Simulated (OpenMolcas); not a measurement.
Mo4+ (d2) in a complex was computed by CASSCF with the d shell active (OpenMolcas, ANO-RCC-VDZP on the metal). Its lowest spin-free states, and all those of the highest spin:

| 2S+1 | Degeneracy | E (cm-1) |
| --- | --- | --- |
| 3 | 1 | 0.0 |
| 3 | 1 | 1258 |
| 3 | 1 | 3948 |
| 1 | 1 | 9345 |
| 1 | 1 | 9675 |
| 1 | 1 | 11380 |
| 1 | 1 | 13944 |
| 1 | 1 | 14498 |
| 3 | 1 | 23633 |
| 3 | 1 | 25262 |
| 1 | 1 | 25711 |
| 3 | 1 | 27548 |
| 3 | 1 | 41309 |
| 3 | 1 | 44509 |
| 3 | 1 | 51343 |
| 3 | 1 | 62036 |

Q: Is the site octahedral, tetrahedral or cube-like, axial, or of lower symmetry?

A: The states with 2S+1 = 3 have orbital degeneracies 1, 1, 1, 1, 1, 1, 1, 1, 1, 1. No state of this spin is degenerate, so the site is of lower symmetry, with no axis of order three or more. The run had Mo4+ with 5 ligands (water) in square pyramidal coordination (C2v) at 1.95 Å, the axial distance 1.851 Å. Ligand basis ANO-RCC-VDZP.

Without dynamic correlation the repulsion within the d shell is too large (B by tens of per cent), so at a given field states of lower spin stand too high. The least metal-like active orbital is 70 % on the metal (Löwdin) and no ligand orbital is active, so the numbers are rough. With metal d orbitals alone the field can be off either way by tens of per cent. Ligand-to-metal charge-transfer states are missing. With no ligand orbital active B as a rule stays too high, so bands that hang on it stand too high and its fall with covalency is understated. No measured value stands beside these numbers; the geometry is a model, was not optimised and need not be the one that this ion takes.
